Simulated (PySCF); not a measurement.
**Sn⁺: excitation energy**

Sn⁺ [Kr] 4d10 5s2 5p1 (2P) → Sn⁺ [Kr] 4d10 5s1 5p1 6s1 (4P), as a difference of total energies. Computed with PySCF 2.14 in aug-cc-pVQZ-DK3 (9s8p6d3f2g, 102 functions), with the spin-free X2C one-electron Hamiltonian (Gaussian nucleus). Correlated levels: valence: [Kr] 4d10 frozen. The calculations carry no spin-orbit coupling.

| method | excitation energy (eV) |
| --- | --- |
| UHF | 11.913 |
| LDA | 13.929 |
| PBE | 13.540 |
| PBE0 | 13.324 |
| r2SCAN | 13.383 |
| B3LYP | 13.757 |
| BHandHLYP | 13.508 |
| MP2 (valence) | 12.644 |

Q: Estimate what B2PLYP gives.

A: 13.406 eV, closest to r2SCAN among the rows shown.

Q: Estimate what SCS-MP2 (valence) gives.

A: 12.910 eV, closest to MP2 (valence) among the rows shown.

A first-order spin-orbit estimate (lowest level to lowest level, LS coupling) adds -0.017 eV.

The promoted electron is Rydberg-like, and one or two diffuse shells describe it only roughly, which tends to raise the upper state.
